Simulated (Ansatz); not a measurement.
## Worked example: the step energy

An elementary step of SiH$_{5}$O$_{3}$F, closed shell (SiH₃O₃F ([OH][Si]([OH])([OH])[F]) + H₂ → SiH₄O₃ ([OH][SiH]([OH])[OH]) + HF; Si–F, H–H broken or loosened, Si–H, F–H formed or tightened). “Start” and “end” are the PBE0-D4/def2-TZVP structures reached by relaxing down either side of its saddle point, with the molecules still in contact.

Ansatz 0.2.0; basis: def2-TZVPP and def2-QZVPP; cores frozen in the correlated methods.

Energies in eV:

| quantity | end | start |
| --- | --- | --- |
| Hartree–Fock, triple zeta (X = 3) | -16767.82355 | -16769.26611 |
| Hartree–Fock, quadruple zeta (X = 4) | -16768.51743 | -16769.98921 |
| MP2 correlation, X = 3 | -30.40169 | -30.28660 |
| MP2 correlation, X = 4 | -33.01551 | -32.89410 |
| CCSD(T) correlation, X = 3 | -31.84262 | -31.70556 |

(1) Work out the step energy at the basis limit: extrapolate Hartree–Fock as E(X) = E∞ + A exp(−7.88 √X) and the MP2 correlation as E(X) = E∞ + B X^−2.97 (the exponents that Neese and Valeev fitted for def2-TZVPP and QZVPP), then add CCSD(T) − MP2 in triple zeta.

T1 diagnostic: at most 0.013.

## Answers

(1) Each step is linear, so take the differences first (end − start): Hartree–Fock 1.44256 (X = 3) and 1.47178 (X = 4); MP2 correlation -0.11509 and -0.12141; CCSD(T) correlation -0.13706.
Two points give E∞ = E(4) + w [E(4) − E(3)], with w = 1/(exp(7.88 (2 − √3)) − 1) = 0.1377 for Hartree–Fock and w = 1/((4/3)^2.97 − 1) = 0.7407 for the correlation.
Hartree–Fock: 1.47178 + 0.1377 × 0.02922 = 1.4758 eV.
MP2 correlation: -0.12141 + 0.7407 × (-0.00632) = -0.1261 eV.
CCSD(T) − MP2: -0.13706 − (-0.11509) = -0.0220 eV.
Sum: 1.4758 + (-0.1261) + (-0.0220) = 1.3277 eV, or 30.62 kcal/mol. Plain CCSD(T) in triple zeta gives 1.3055 eV, so the larger basis shifts the result by 0.0222 eV.

Labels in which every atom is bracketed show which atoms are joined, not bond orders.

For scale, one of the runs: CCSD(T)/def2-TZVPP, 236 basis functions, launched by `ansatz run in.yaml --threads 4 --pin off --events-out ev --progress --plain --max-ram 9574MiB`. The run took 2.1 min on 4 CPU threads of an Arm Neoverse V2 (shared host), with 4.7 GiB of host memory at its peak.
